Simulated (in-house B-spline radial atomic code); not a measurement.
Computed with a B-spline radial atomic code. Model: two electrons, singlet ground state, non-relativistic, full CI in B-splines with partial waves to l = 8 (at full coupling up to 3e-4 hartree above the limit, correlation up to 0.6 % small), density held at that of full coupling by Lieb maximisation.

W(λ) is the mean repulsion in the state of coupling λ less the Hartree energy of the fixed density. Its start is exact exchange, its initial slope is twice the second-order Görling-Levy correlation energy, and its area from 0 to 1 is E_xc. A straight curve means weak, dynamic correlation, and a curve that drops fast and flattens means strong correlation.

Command:
```bash
python run_ac.py task.json out
```
Settings (lengths in bohr, energies in hartree):
```
potential              dot
strength               1.12
lmax                   8
second                 0.3
```

Cost of the run: 7.8 s on 1 thread of Intel(R) Xeon(R) Processor @ 2.30GHz, with other jobs on the host.

**W = mean repulsion less Hartree energy, and W of three functionals.**

Given: confinement charge in harmonic well; well frequency 1.12 hartree; nuclear charge 0.3; external potential omega^2 r^2/2 - Z/r.

Computed: LDA exchange minus exact 122.58 millihartree; SCAN exchange minus exact 3.5914 millihartree.

| coupling | W xc (hartree) | W xc minus exchange (millihartree) | kinetic minus Kohn-Sham (millihartree) | LDA (PW92) W minus its exchange (millihartree) | PBE W minus its exchange (millihartree) | SCAN W minus its exchange (millihartree) |
| --- | --- | --- | --- | --- | --- | --- |
| 0 | -0.83982 | 0 | 0 | 0 | 0 | 0 |
| 0.02 | -0.84176 | -1.943 | 0.02 | -11.55 | -3 | -1.89 |
| 0.05 | -0.84464 | -4.817 | 0.12 | -23.46 | -7.37 | -4.65 |
| 0.12 | -0.85116 | -11.338 | 0.67 | -44.49 | -16.99 | -10.84 |
| 0.25 | -0.86262 | -22.8 | 2.78 | -73.45 | -33.05 | -21.6 |
| 0.4 | ? | ? | ? | ? | ? | ? |
| 0.6 | -0.88978 | -49.957 | 14.18 | -126.76 | -68.43 | -46.98 |
| 0.8 | -0.90322 | -63.4 | 23.56 | -149.41 | -85.13 | -59.64 |
| 1 | ? | ? | ? | ? | ? | ? |
| 1.4 | -0.93654 | -96.719 | 59.75 | -200.61 | -125.5 | -91.69 |
| 2 | -0.96204 | -122.22 | 102.78 | -237.39 | -156.24 | -117.14 |
| 3 | -0.9933 | -153.48 | 179.98 | -281.64 | -194.68 | -149.7 |
| 4.5 | -1.0247 | -184.87 | 295.98 | -326.71 | -235.04 | -183.99 |
| 7 | -1.0566 | -216.79 | 475.92 | -374.61 | -278.92 | -219.93 |
| 10 | -1.0796 | -239.79 | 668.65 | -411.14 | -312.9 | -245.56 |

Question: What belongs in the row 0.4?

Answer: W xc (hartree): -0.87488; W xc minus exchange (millihartree): -35.058; kinetic minus Kohn-Sham (millihartree): 6.76; LDA (PW92) W minus its exchange (millihartree): -99.23; PBE W minus its exchange (millihartree): -49.38; SCAN W minus its exchange (millihartree): -33.05.

Question: What belongs in the row 1?

Answer: W xc (hartree): -0.91539; W xc minus exchange (millihartree): -75.573; kinetic minus Kohn-Sham (millihartree): 34.5; LDA (PW92) W minus its exchange (millihartree): -168.75; PBE W minus its exchange (millihartree): -99.99; SCAN W minus its exchange (millihartree): -71.22.

Question: What is the PBE exchange minus exact?

Answer: 35.946 millihartree.

**Energy parts, natural occupations and partial-wave weights.**

Computed: total energy 3.4420 hartree; exchange energy -0.83982 hartree; correlation energy -0.04107 hartree; kinetic part of the DFT correlation energy 0.034502 hartree; initial slope twice GL2 -0.097684 hartree; Hartree energy 1.6796 hartree; Kohn-Sham kinetic 1.6542 hartree.

| natural | occupation of the shell (electrons) |
| --- | --- |
| s | 1.978 |
| p | 0.019547 |
| s | 0.0014692 |
| d | 0.00066967 |
| p | ? |
| f | 8.2124e-05 |

Question: What belongs in the row p?

Answer: occupation of the shell (electrons): 0.00016632.

| wave | weight |
| --- | --- |
| s | 0.98973 |
| p | 0.0098615 |
| d | ? |
| f | 4.5511e-05 |
| g | 1.0173e-05 |

Question: What belongs in the row d?

Answer: weight: 0.00035153.

Question: What is the Lieb Oxford ratio E_xc over LDA exchange?

Answer: 1.2282.

Question: What is the kinetic part over minus potential part?

Answer: 0.45655.

Half-way to full coupling W has made 56 % of its drop, against 50 % for a straight line, and second-order (GL2) theory, half the initial slope, overshoots the correlation energy by about 19 %: a moderate bend, as in light atoms. Over couplings 0 to 1 the errors in E_xc come to about +58 millihartree for LDA, +21 millihartree for PBE, +6.0 millihartree for SCAN, so SCAN is nearest. In LDA and PBE the errors of exchange and correlation have opposite signs, so the sum is smaller than the larger of the two.
